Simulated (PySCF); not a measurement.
Si(F)2(OMe)(NH2) (CH₅F₂NOSi), SMILES CO[Si](N)(F)F.

Geometry optimised at B3LYP-D3(BJ)/def2-SVP. This is a generated structure with no PubChem entry under its InChIKey; it may be hypothetical. One conformer was computed; it need not be the lowest.

The numbers are results of SMD-ωB97X/6-31G* run with PySCF, not measurements.

Solvation free energies are E(SMD) − E(gas) at the gas-phase geometry, for 1 M in both phases. In vacuum the dipole moment is 3.31 D.

Computed solvation free energies in water, methanol, acetone:
| solvent | ΔG(solv) (kcal/mol) | its non-electrostatic (CDS) part | dipole (D) |
|---|---|---|---|
| water | -3.9 | 4.6 | 4.01 |
| methanol | -6.3 | 1.9 | 3.99 |
| acetone | -6.1 | 1.1 | 3.91 |
